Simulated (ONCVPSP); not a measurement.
**tellurium: excitation energies, all-electron against ONCV**

Te (Z = 52), optimised norm-conserving Vanderbilt (ONCV), made with ONCVPSP 4.0.1 (PBE, fully relativistic). Core [Ar] 3d10, reference 4s2 4p6 4d10 5s2 5p3.5 (charge +0.5). Waves: 4s+5s: rc 1.00 bohr, ncon 4, nbas 7, qcut 10.3 1/bohr, 2 projectors; 4p+5p: rc 1.55 bohr, ncon 3, nbas 6, qcut 9.1 1/bohr, 2 projectors; 4d: rc 1.55 bohr, ncon 4, nbas 8, qcut 11.4 1/bohr, 2 projectors, debl 2.7 Ha. Local part: polynomial inside 0.75 bohr (lpopt 4, dvloc0 3 Ha). Core correction: polynomial model core, fcfact 0.4.

Open shells are filled in proportion to 2j + 1.

Energies are relative to the spin-unpolarised reference configuration 4s2 4p6 4d10 5s2 5p3.5; without spin polarisation the order of configurations can differ from experiment.

```csv
valence configuration,charge,ΔE all-electron (eV),error AE − PS (meV)
4s2 4p6 4d10 5s2 5p4,0,-3.908,-0.1
4s2 4p6 4d10 5s2 5p2,+2,23.791,+0.1
4s2 4p6 4d9 5s2 5p5,0,34.287,+37
```

Problem. What are ΔE and the potential's error for 4s2 4p6 4d10 5s2 5p3?

Solution. ΔE = 5.842 eV all-electron; the error (AE − PS) is +0.1 meV.

Levels in the configuration 4s2 4p6 4d10 5s2 5p4:

```json
{"level": "4s j=1/2", "all-electron (eV)": "-164.233", "pseudo (eV)": "-164.233"}
{"level": "4p j=3/2", "all-electron (eV)": "-111.337", "pseudo (eV)": "-111.335"}
{"level": "4p j=1/2", "all-electron (eV)": "-121.047", "pseudo (eV)": "-121.045"}
{"level": "4d j=5/2", "all-electron (eV)": "-41.019", "pseudo (eV)": "-41.020"}
{"level": "4d j=3/2", "all-electron (eV)": "-42.485", "pseudo (eV)": "-42.486"}
{"level": "5s j=1/2", "all-electron (eV)": "-15.092", "pseudo (eV)": "-15.091"}
{"level": "5p j=3/2", "all-electron (eV)": "-5.708", "pseudo (eV)": "-5.707"}
{"level": "5p j=1/2", "all-electron (eV)": "-6.500", "pseudo (eV)": "-6.499"}
```
